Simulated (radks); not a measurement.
Q: The mean radii <r> (bohr) of the occupied orbitals of an atom or ion are listed with their occupations. Method: scalar-relativistic Kohn-Sham, revPBE, spin-polarised, spherical densities, finite nucleus; Fermi nuclear charge, rms radius of each element as measured or else 0.836 A^(1/3) + 0.57 fm; computed with a radial shooting solver on a logarithmic mesh with Libxc functionals.

orbital  occ.      <r>
1s up       1  0.01606
1s down     1  0.01606
2s up       1  0.06761
2s down     1  0.06761
2p up       3  0.06144
2p down     3  0.06144
3s up       1   0.1746
3s down     1   0.1746
3p up       3   0.1765
3p down     3   0.1765
3d up       5   0.1599
3d down     5   0.1599
4s up       1   0.3843
4s down     1   0.3843
4p up       3   0.4099
4p down     3   0.4099
4d up       5   0.4310
4d down     5   0.4309
5s up       1   0.8539
5s down     1   0.8539
4f up       7   0.4539
4f down     7   0.4538
5p up       3   0.9774
5p down     3   0.9770
5d up       5    1.310
5d down     5    1.299
6s up       1    2.328
6s down     1    2.297
6p up       2    3.328

Name the element and its charge. Open shells, if any, are filled with parallel spins first.

A: Z = 82, lead, charge 0: Pb in [Hg] 6p2. The 1s radius gives Z: for a bare nucleus <r> = (2 gamma + 1)/(2Z) with gamma = sqrt(1 - (Z/c)^2), 0.01587 bohr for Z = 82, and screening makes it slightly larger (0.01606 here). The occupations add up to 82, and the charge is Z minus that.
